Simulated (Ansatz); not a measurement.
Program: Ansatz 0.2.0.

A structure relaxed at PBE0-D4/def2-TZVP, charge 0, multiplicity 1:

```xyz
24

C     1.909   -1.356   -2.094
C     0.799   -1.031   -1.106
C    -0.565   -1.102   -1.774
C     1.045    0.340   -0.465
C     0.076    0.679    0.629
C     0.178    0.068    1.876
C    -0.730    0.346    2.885
C    -1.762    1.246    2.664
C    -1.874    1.865    1.429
C    -0.962    1.583    0.423
H     2.891   -1.341   -1.613
H     1.927   -0.626   -2.910
H     1.766   -2.344   -2.538
H     0.824   -1.778   -0.303
H    -1.371   -0.896   -1.067
H    -0.635   -0.369   -2.585
H    -0.738   -2.091   -2.205
H     1.001    1.107   -1.246
H     2.064    0.359   -0.064
H     0.986   -0.634    2.059
H    -0.629   -0.139    3.849
H    -2.472    1.467    3.452
H    -2.675    2.574    1.247
H    -1.055    2.072   -0.542
```

Task: Give its formula and SMILES.

Result: C10H14, `CC(C)Cc1ccccc1`.

Task: Point group (tolerance 0.08 Å, 0.16 Å for H)?

Result: C1.

Task: Summarise the bond lengths by kind.

Result: 10 × C–C 1.385 to 1.534 Å; 14 × C–H 1.084 to 1.098 Å.
